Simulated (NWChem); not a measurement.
System: CF₂I cation

The following NWChem deck was run.

```
start job
memory heap 200 mb stack 900 mb global 1100 mb
charge 1
geometry units angstroms noautoz
  F      0.000000    -1.053011     1.902893
  C      0.000000     0.000000     1.227185
  F      0.000000     1.053011     1.902893
  I      0.000000     0.000000    -0.771838
end
basis spherical
  * library def2-svp
end
ecp
  I library def2-ecp
end
dft
  xc b3lyp
  iterations 150
  mulliken
end
task dft energy
```

Geometry: optimised at PBE0/def2-SVP. def2 effective core potentials on I; no spin-orbit coupling.

Question: Predict the main results of this run. (B3LYP/def2-SVP with def2 effective core potentials on I.) Quantities: energy (Ha); highest occupied level (eV); orbital gap (eV).

Answer: 
```json
{
 "energy (Ha)": "-535.02",
 "highest occupied level (eV)": "-14.49",
 "orbital gap (eV)": "4.61"
}
```
